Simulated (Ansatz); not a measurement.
Basis-set extrapolation for H5OPSSi (`OP([SiH3])S`) (PBE0-D4/def2-TZVP geometry, frozen core, Ansatz). Multiplicity 1, RHF reference.

```json
{"": "HF", "def2-TZVPP": "-1105.072921", "def2-QZVPP": "-1105.107221"}
{"": "MP2 correlation", "def2-TZVPP": "-0.698516", "def2-QZVPP": "-0.757184"}
{"": "CCSD(T) correlation", "def2-TZVPP": "-0.782748", "def2-QZVPP": "not run"}
```

Energies in hartree. Use E(X) = E(∞) + A·exp(−7.88·√X) for Hartree–Fock and E(X) = E(∞) + B·X^(−2.97) for correlation, with X = 3 and 4, and add CCSD(T) minus MP2 of the smaller set to the MP2 limit.

**Question.** What is the CCSD(T) energy at the basis-set limit?

**Answer.** HF limit: -1105.107221 + (-0.034300) × 0.13774 = -1105.11195. MP2 limit: -0.757184 + (-0.058668) × 0.74074 = -0.80064. Higher-order term: -0.782748 − (-0.698516) = -0.08423. Total: -1105.99682 hartree, 370.6 kJ/mol below CCSD(T)/def2-TZVPP.
